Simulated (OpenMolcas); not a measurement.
What dynamic correlation does to the levels of I³⁺

| Quantity | Value |
| --- | --- |
| Program | OpenMolcas |
| Basis | ANO-RCC-VQZP [8s7p5d3f2g] |
| Scalar Hamiltonian | DKH2, point nucleus |
| Active space | 2 electrons in 9 orbitals (RAS2 5p; RAS3 5d 6s, at most 1 electron) |
| State averaging | 2S+1 = 3 even, 3 roots; 2S+1 = 1 even, 6 roots; 2S+1 = 3 odd, 18 roots; 2S+1 = 1 odd, 18 roots |
| Spin-orbit coupling | RASSI with atomic mean-field integrals over the reference wave functions, term energies averaged over their components |

Methods on the same reference wave functions:
A. RASSCF
B. SS-RASPT2, IPEA 0.25 Eh, imaginary shift 0.1 Eh (closed shells correlated: 4d 5s)
C. MS-RASPT2, IPEA 0.25 Eh, imaginary shift 0.1 Eh (closed shells correlated: 4d 5s)

Energies in cm⁻¹ above 5s² 5p² ³P₀.

| Level | A | B | C |
| --- | --- | --- | --- |
| 5s² 5p² ³P₀ | 0.0 | 0.0 | 0.0 |
| 5s² 5p² ³P₁ | 5449 | 5600 | 5600 |
| 5s² 5p² ³P₂ | 10000 | 9580 | 9580 |
| 5s² 5p² ¹D₂ | 22756 | 20490 | 20490 |
| 5s² 5p² ¹S₀ | 40968 | 38640 | 38640 |
| 5s² 5p 5d ³F°₃ | 130747 | 130810 | 130810 |
| 5s² 5p 5d ³F°₄ | 136719 | 137850 | 137850 |
| 5s² 5p 5d ³D°₁ [66 %] | 142357 | 132480 | 132270 |
| 5s² 5p 5d ³P°₀ [59 %] | 148049 | 140860 | 140990 |
| 5s² 5p 5d ³D°₃ | 149326 | 139650 | 139650 |
| 5s² 5p 6s ³P°₀ [59 %] | 150222 | 148660 | 148530 |
| 5s² 5p 6s ³P°₂ | 159218 | 158400 | 158450 |
| 5s² 5p 5d ¹F°₃ | 168704 | 157910 | 157910 |
| 5s² 5p 5d ¹P°₁ [71 %] | 170291 | 160960 | 162920 |

Between B and C the level of the table that moves most is 5s² 5p 5d ¹P°₁ [71 %], by 2000 cm-1 (lowest in B, highest in C). Moves below CASPT2's spread within the term are not significant.

From A to B the spin-free energies of the other terms of 5s² 5p² shown, above ³P, scale by factors of 0.75 to 0.91.

The lowest spin-free term lies below A's lowest term by 0.543 hartree in B, 0.543 hartree in C.

Term energies are means over components that CASPT2 splits; among the terms shown or strongly mixed into the levels shown the widest spread is 360 cm-1 (5s² 5p 5d ¹F°, C). Over all roots computed the reference weight is 0.85 to 0.93 in B, 0.85 to 0.93 in C; the roots of lowest weight are the least certain, and an intruder state may touch them. ANO sets are built for valence states and can reach diffuse excited orbitals poorly, and with the s shell closed the s pⁿ⁺¹ terms that mix with these levels are absent. With the s shell closed, the reference lacks s² → p² mixing. Only configurations of the active space appear. The table leaves out levels that lie high or whose names do not pair safely across all columns.

A share in square brackets marks a mixed level and gives the weight of the term that names it, the lowest over the columns. ° marks odd parity.
